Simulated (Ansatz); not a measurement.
BCl2(SMe) (CH3BCl2S). The state is a triplet with charge 0. Geometry PBE0-D4/def2-SVP, that of the neutral singlet; atoms count from 1.

```csv
atom,x (Å),y (Å),z (Å)
B1,-1.0341,1.1081,0.1822
Cl2,0.4036,2.0564,0.5235
Cl3,-2.6103,1.8733,0.2381
S4,-0.9765,-0.6251,-0.2272
C5,0.7916,-1.0284,-0.1817
H6,1.3489,-0.4237,-0.9087
H7,0.8722,-2.0898,-0.4491
H8,1.2045,-0.8708,0.8230
```

At PBE0-D4/def2-TZVP a singlet of charge 0 lies 4.59 eV below the triplet at the same geometry.

Question: Estimate the Mulliken populations from the PBE0/def2-TZVP orbitals of Ansatz.

Answer: 
```
atom  charge (e)  spin (α − β)
  B1       -0.10          0.81
 Cl2       -0.20          0.08
 Cl3       -0.16          0.12
  S4        0.28          0.95
  C5       -0.37         -0.03
  H6        0.19          0.04
  H7        0.17          0.00
  H8        0.19          0.04
```
Mulliken values depend strongly on the basis.

Question: Where does the spin sit?

Answer: Summed by element: B 0.81, Cl 0.21, S 0.95, C -0.03, H 0.07, of 2 unpaired in all. Largest on single atoms: S4 0.95, B1 0.81, Cl3 0.12.

Question: And the Mayer bond orders between heavy atoms (over 0.3)?

Answer: B1–Cl2 1.15 (1.76 Å); B1–Cl3 1.17 (1.75 Å); B1–S4 0.98 (1.78 Å); S4–C5 1.03 (1.81 Å).
